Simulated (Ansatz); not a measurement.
Relaxation of ClF$_{2}$GeH$_{3}$ (7 atoms, charge 0, multiplicity 1), to a largest force component of 0.03 eV/Å in at most 50 steps.

All numbers below come from RHF/def2-SVP in Ansatz.

```xyz
7
Properties=species:S:1:pos:R:3
Ge -0.411 0.202 -0.352
F 0.030 -0.824 2.306
H 0.775 0.968 0.187
F -0.744 0.850 -1.909
H -0.335 -1.299 -0.507
Cl -2.194 0.721 0.833
H -0.772 -0.501 2.590
```

Task: Where does it end, and by what steps?

Result: The run converged. After 6 steps the energy has fallen by 0.017 eV; F2 moved furthest, 0.13 Å.

```json
{"step": "0", "energy less start (eV)": "0.0000", "largest force component (eV/Å)": "0.410", "accepted": "yes"}
{"step": "1", "energy less start (eV)": "-0.0118", "largest force component (eV/Å)": "0.472", "accepted": "yes"}
{"step": "2", "energy less start (eV)": "0.0070", "largest force component (eV/Å)": "1.141", "accepted": "no"}
{"step": "3", "energy less start (eV)": "-0.0141", "largest force component (eV/Å)": "0.531", "accepted": "yes"}
{"step": "4", "energy less start (eV)": "-0.0167", "largest force component (eV/Å)": "0.152", "accepted": "yes"}
{"step": "5", "energy less start (eV)": "-0.0169", "largest force component (eV/Å)": "0.085", "accepted": "yes"}
{"step": "6", "energy less start (eV)": "-0.0172", "largest force component (eV/Å)": "0.002", "accepted": "yes"}
```

```xyz
7
Properties=species:S:1:pos:R:3
Ge -0.420 0.223 -0.393
F 0.031 -0.859 2.435
H 0.777 0.977 0.141
F -0.764 0.866 -1.950
H -0.333 -1.279 -0.546
Cl -2.161 0.716 0.801
H -0.781 -0.528 2.659
```

Time of the run: 17 s on 1 thread of Arm Neoverse V1, on a shared host, peak memory 0.19 GiB.
